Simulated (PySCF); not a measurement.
Unknown compound

Molecular formula: C2H11NOSi4. Simulated spectra:

1H NMR (500 MHz, computed): δ 5.27 (m, 1H), 4.45 (br s, 1H), 4.39 (m, 1H), 4.19 (m, 2H), 4.06 (m, 2H), 3.89 (m, 1H), 2.03 (s, 3H).

13C{1H} NMR (computed): δ 179.9, 23.2.

All values are calculated (PySCF): geometry: PBE0-D3(BJ)/def2-SVP, shieldings: GIAO PBE0/pcSseg-1. One conformer, relativity neglected, no solvent model, one averaged value for each set of equivalent atoms.

Referencing at the same level of theory: TMS for 1H (σref 31.27), 13C (σref 184.41).

Deduce the structure.

Results:


1. Rings plus π bonds: 2 (1 ring in the answer).
2. 2 carbon signals for 2 carbons: no two carbons are equivalent.
3. Carbon types of the structure: 1 × C, 1 × CH3, leaving 8 H on heteroatoms.
4. δC 179.9: amide carbonyl carbon; it is a carbonyl in resonance with an O or N lone pair, the region of acids, esters and amides.
5. δC 23.2: methyl carbon α to a carbonyl; the adjacent C=O deshields it moderately.
6. δH 5.27: hydrogen on a silicon bonded to N, 2 Si, in a 4-membered ring.
7. δH 4.45: hydrogen on an amide-type nitrogen; exchangeable, gas-phase position.
8. δH 4.39, 4.19, 4.06, 3.89: hydrogen on a silicon bonded to 2 Si, in a 4-membered ring.
9. δH 2.03: hydrogen on a methyl carbon α to a carbonyl; α to C=O.

These data were computed for `[SiH]1(NC(C)=O)[SiH2][SiH2][SiH2]1`.

The shifts were computed for this structure.

Exchangeable OH/NH protons stand at their gas-phase positions; hydrogen bonding in a real sample shifts them, mostly to higher δ. Shifts are as computed. Against solution values, carbons near 30 ppm lie about +2 ppm off and those near 130 ppm about +5 ppm. Of 1211 compounds with measured shifts, 218 miss one by over three times the rms of a fit or turn the order of signals round; such compounds aren't used in these exercises. Hydrogen bonding in solution deshields acid and N–H amide carbonyl carbons by as much as 10 ppm beyond these values. No couplings were computed; multiplicities are counted from neighbouring protons, with m where these are inequivalent, close in shift, in a saturated or five-membered ring or joined by F or P, and br s for small geminal =CH2 splittings.
